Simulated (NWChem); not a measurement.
System: ZrNHF₂; SMILES [Zr]([F])([F])=[NH]

NWChem printed, in part:

```
             Northwest Computational Chemistry Package (NWChem) 7.3.0
             --------------------------------------------------------

 CS  symmetry detected

                             Geometry "geometry" -> ""
                             -------------------------

 Output coordinates in angstroms (scale by  1.889725989 to convert to a.u.)

  No.       Tag          Charge          X              Y              Z
 ---- ---------------- ---------- -------------- -------------- --------------
    1 Zr                  40.0000    -0.01513494     0.17731882     0.00000000
    2 N                    7.0000    -1.76192802    -0.27485129     0.00000000
    3 H                    1.0000    -2.70299675    -0.65777607     0.00000000
    4 F                    9.0000     0.86899391    -0.25061210    -1.66798871
    5 F                    9.0000     0.86899391    -0.25061210     1.66798871

 Effective nuclear repulsion energy (a.u.)     326.7696471060

      Symmetry information
      --------------------

 Group name             Cs
 Group number              2
 Group order               2
 No. of unique centers     4

                                 NWChem DFT Module
                                 -----------------

 Summary of "ao basis" -> "ao basis" (spherical)
 ------------------------------------------------------------------------------
       Tag                 Description            Shells   Functions and Types
 ---------------- ------------------------------  ------  ---------------------
 Zr                          sto-3g                 11       27   5s4p2d
 N                           sto-3g                  3        5   2s1p
 H                           sto-3g                  1        1   1s
 F                           sto-3g                  3        5   2s1p

      Symmetry analysis of basis
      --------------------------

        a'         29
        a"         14

            General Information
            -------------------
          SCF calculation type: DFT
          Wavefunction type:  closed shell.
          No. of atoms     :     5
          No. of electrons :    66
           Alpha electrons :    33
            Beta electrons :    33
          Charge           :     0
          Spin multiplicity:     1
          Use of symmetry is: on ; symmetry adaption is: on
          Maximum number of iterations: 150
          AO basis - number of functions:    43
                     number of shells:    21
          Convergence on energy requested:  1.00D-06
          Convergence on density requested:  1.00D-05
          Convergence on gradient requested:  5.00D-04

              XC Information
              --------------
                         B3LYP Method XC Potential
                     Hartree-Fock (Exact) Exchange  0.200
                        Slater Exchange Functional  0.800 local
                    Becke 1988 Exchange Functional  0.720 non-local
              Lee-Yang-Parr Correlation Functional  0.810
                  VWN I RPA Correlation Functional  0.190 local

             Grid Information
             ----------------
          Grid used for XC integration:  medium
          Radial quadrature: Mura-Knowles
          Angular quadrature: Lebedev.
          Tag              B.-S. Rad. Rad. Pts. Rad. Cut. Ang. Pts.
          ---              ---------- --------- --------- ---------
          Zr                  1.55      123           8.0       590
          N                   0.65       49           7.0       434
          H                   0.35       45           9.0       434
          F                   0.50       49          10.0       434
          Grid pruning is: on
          Number of quadrature shells:   266
          Spatial weights used:  Erf1

      Superposition of Atomic Density Guess
      -------------------------------------

 Sum of atomic energies:       -3752.78615916

      Non-variational initial energy
      ------------------------------

 Total energy =   -3752.656810
 1-e energy   =   -5861.570246
 2-e energy   =    1782.143789
 HOMO         =      -0.174645
 LUMO         =       0.125647

      Symmetry analysis of molecular orbitals - initial
      -------------------------------------------------

  Numbering of irreducible representations:

     1 a'          2 a"

  Orbital symmetries:

     1 a'          2 a'          3 a'          4 a"          5 a'
     6 a"          7 a'          8 a'          9 a'         10 a'
    11 a"         12 a'         13 a'         14 a"         15 a'
    16 a'         17 a"         18 a'         19 a"         20 a'
    21 a'         22 a'         23 a"         24 a'         25 a'
    26 a"         27 a'         28 a"         29 a'         30 a"
    31 a'         32 a'         33 a"         34 a'         35 a"
    36 a'         37 a'         38 a"         39 a'         40 a'
    41 a'         42 a"         43 a'

     ---------------------------------------------
      Total Density - Mulliken Population Analysis
     ---------------------------------------------

    Atom       Charge   Shell Charges
 -----------   ------   -------------------------------------------------------
    1 Zr  40    37.95   2.00  2.00  6.00  1.99  5.96  2.08  5.71  0.30  0.59  9.98  1.35
    2 N    7     8.21   2.00  1.69  4.52
    3 H    1     0.76   0.76
    4 F    9     9.54   2.00  1.95  5.59
    5 F    9     9.54   2.00  1.95  5.59

   convergence    iter        energy       DeltaE   RMS-Dens  Diis-err
 ---------------- ----- ----------------- --------- --------- ---------
 d= 0,ls=0.0,diis     1  -3755.9178603961 -4.08D+03  1.22D-01  1.78D+00
 d= 0,ls=0.0,diis     2  -3752.8431486842  3.07D+00  1.07D-01  1.93D+01
 d= 0,ls=0.0,diis     3  -3756.2661159147 -3.42D+00  9.34D-03  2.32D-02
 d= 0,ls=0.0,diis     4  -3756.2595556645  6.56D-03  6.39D-03  7.15D-02
 d= 0,ls=0.0,diis     5  -3756.2707488689 -1.12D-02  1.09D-03  1.98D-03
  Resetting Diis
 d= 0,ls=0.0,diis     6  -3756.2710795019 -3.31D-04  1.66D-04  8.64D-05
 d= 0,ls=0.0,diis     7  -3756.2710922901 -1.28D-05  1.33D-04  3.31D-06
 d= 0,ls=0.0,diis     8  -3756.2710896551  2.63D-06  9.27D-05  1.99D-05
 d= 0,ls=0.0,diis     9  -3756.2710928490 -3.19D-06  3.96D-06  1.10D-08
 d= 0,ls=0.0,diis    10  -3756.2710928500 -1.01D-09  1.82D-06  5.45D-09

         Total DFT energy =    -3756.271092849994
      One electron energy =    -5861.178350850615
           Coulomb energy =     1919.287172308940
    Exchange-Corr. energy =     -141.149561414367
 Nuclear repulsion energy =      326.769647106049

 Numeric. integr. density =       66.000000373715

                  Occupations of the irreducible representations
                  ----------------------------------------------

                     irrep           alpha         beta
                     --------     --------     --------
                     a'               22.0         22.0
                     a"               11.0         11.0

                       DFT Final Molecular Orbital Analysis
                       ------------------------------------

 Vector   31  Occ=2.000000D+00  E=-2.124462D-01  Symmetry=a"
              MO Center=  8.2D-01, -2.4D-01, -7.0D-14, r^2= 3.1D+00
   Bfn.  Coefficient  Atom+Function         Bfn.  Coefficient  Atom+Function
  ----- ------------  ---------------      ----- ------------  ---------------
    36      0.616519  4 F  px                41     -0.616519  5 F  px
    37     -0.288254  4 F  py                42      0.288254  5 F  py
    13     -0.215426  1 Zr pz                17      0.170135  1 Zr pz
     9      0.084153  1 Zr pz                26      0.066463  1 Zr d  1
    32      0.045976  2 N  pz                35      0.037844  4 F  s

 Vector   32  Occ=2.000000D+00  E=-1.280494D-01  Symmetry=a'
              MO Center= -1.2D+00, -1.3D-01,  6.9D-16, r^2= 1.8D+00
   Bfn.  Coefficient  Atom+Function         Bfn.  Coefficient  Atom+Function
  ----- ------------  ---------------      ----- ------------  ---------------
    31      0.664240  2 N  py                23     -0.412738  1 Zr d -2
    30     -0.238361  2 N  px                27      0.226075  1 Zr d  2
    38     -0.132738  4 F  pz                43      0.132738  5 F  pz
    14     -0.126369  1 Zr s                 12     -0.124803  1 Zr py
    15     -0.104305  1 Zr px                16      0.104247  1 Zr py

 Vector   33  Occ=2.000000D+00  E=-1.004882D-01  Symmetry=a"
              MO Center= -1.3D+00, -2.2D-01,  1.7D-14, r^2= 1.9D+00
   Bfn.  Coefficient  Atom+Function         Bfn.  Coefficient  Atom+Function
  ----- ------------  ---------------      ----- ------------  ---------------
    32      0.794325  2 N  pz                26      0.279035  1 Zr d  1
    13     -0.191462  1 Zr pz                38     -0.182998  4 F  pz
    43     -0.182998  5 F  pz                17      0.159232  1 Zr pz
    36     -0.154216  4 F  px                41      0.154216  5 F  px
    37     -0.132651  4 F  py                42      0.132651  5 F  py

 Vector   34  Occ=0.000000D+00  E= 4.122711D-02  Symmetry=a'
              MO Center= -6.3D-02,  5.6D-01,  8.2D-15, r^2= 2.1D+00
   Bfn.  Coefficient  Atom+Function         Bfn.  Coefficient  Atom+Function
  ----- ------------  ---------------      ----- ------------  ---------------
    14      0.708447  1 Zr s                 27     -0.657040  1 Zr d  2
    10     -0.428203  1 Zr s                 25     -0.360449  1 Zr d  0
    16      0.261478  1 Zr py                12     -0.214126  1 Zr py
     6      0.176886  1 Zr s                 23     -0.166944  1 Zr d -2
    31      0.146973  2 N  py                37      0.137742  4 F  py

[...]
```

Level: B3LYP/STO-3G, non-relativistic. Coordinates come from a PBE0/def2-SVP (def2 core potentials past Kr) optimisation.

### Question
Write an input that gives this output.

### Answer
Several could match; the one computed here: the input that was run:
```
start job
memory heap 200 mb stack 900 mb global 1100 mb
geometry units angstroms noautoz
  Zr     0.031663    -0.000158     0.052803
  N     -1.595031    -0.001730    -0.727971
  H     -2.444510    -0.003029    -1.285309
  F      0.983263    -1.667335    -0.196134
  F      0.980248     1.668641    -0.196787
end
basis spherical
  * library sto-3g
end
dft
  xc b3lyp
  iterations 150
  mulliken
end
task dft energy
```
